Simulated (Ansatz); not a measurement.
Reaction (redistribution): `B[SiH2][InH2]` + `N[SiH]1C[SiH2][SiH2]1` → `N[SiH2][InH2]` + `B[SiH]1C[SiH2][SiH2]1`

Gas-phase electronic energies from Ansatz, PBE0-D4/def2-TZVP geometries. CCSD(T)/CBS is the MP2 limit (def2-TZVPP, def2-QZVPP) plus CCSD(T) − MP2 in def2-TZVPP, frozen cores. def2 core potentials past Kr. For In outer-core shells are correlated without core-valence functions, which leaves a few kJ/mol of doubt a bond. One conformer a species, not always the lowest.

```csv
species,CCSD(T)/CBS(def2) energy (Eh)
`B[SiH2][InH2]`,-507.23462
`N[SiH]1C[SiH2][SiH2]1`,-965.43303
`N[SiH2][InH2]`,-537.19857
`B[SiH]1C[SiH2][SiH2]1`,-935.46515
```

Question: Work out ΔE.

Answer: ΔE = (-537.19857) + (-935.46515) − (-507.23462) − (-965.43303) = 0.00393 Eh = +2.5 kcal/mol.

Largest T1 diagnostic among the species: 0.015.

In def2-TZVPP, CCSD(T) changes the Hartree–Fock value by −1.9 kcal/mol (the triples alone add −0.3 kcal/mol) and MP2 by −2.5 kcal/mol.
